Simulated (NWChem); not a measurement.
System: C4H4ClF; SMILES C=C/C(Cl)=C\F

Here is an NWChem input.

```
start job
memory heap 200 mb stack 900 mb global 1100 mb
geometry units angstroms
  C     -1.871298    -1.347593    -0.520942
  C     -1.039397    -0.365289    -0.844444
  C      0.071380     0.086877    -0.031486
  Cl     0.360889    -0.693776     1.481854
  C      0.900855     1.077238    -0.369877
  F      0.757148     1.743464    -1.524862
  H     -2.677849    -1.633987    -1.171994
  H     -1.772387    -1.894221     0.401527
  H     -1.149489     0.176138    -1.774222
  H      1.733495     1.431803     0.216844
end
basis spherical
  * library 6-31g*
end
dft
  xc b3lyp
  iterations 150
end
driver
  maxiter 120
end
task dft optimize
task dft freq
```

The level has its own optimisation; frequencies are unscaled. Brackets give each atom's bonded neighbours.

Q: Predict the main results of this run. (B3LYP/6-31G* (spherical d).) Quantities: r C–C [C(CCH)–C(CHH)] (Å); r C–H [C(CHH)–H(C)] (Å); r C–C [C(CCCl)–C(CCH)] (Å); r C–H [C(CCH)–H(C)] (Å); highest harmonic frequency (cm⁻¹); lowest (cm⁻¹); zero-point energy (kcal/mol); dipole (D).

A: The r C–C [C(CCH)–C(CHH)] (Å) is 1.339. The r C–H [C(CHH)–H(C)] (Å) is 1.085 and the r C–C [C(CCCl)–C(CCH)] (Å) comes out as 1.456. The r C–H [C(CCH)–H(C)] (Å) comes out as 1.087 and the highest harmonic frequency (cm⁻¹) comes out as 3269. The lowest (cm⁻¹) is 149. The zero-point energy (kcal/mol) is 43.4 and the dipole (D) comes out as 0.41.
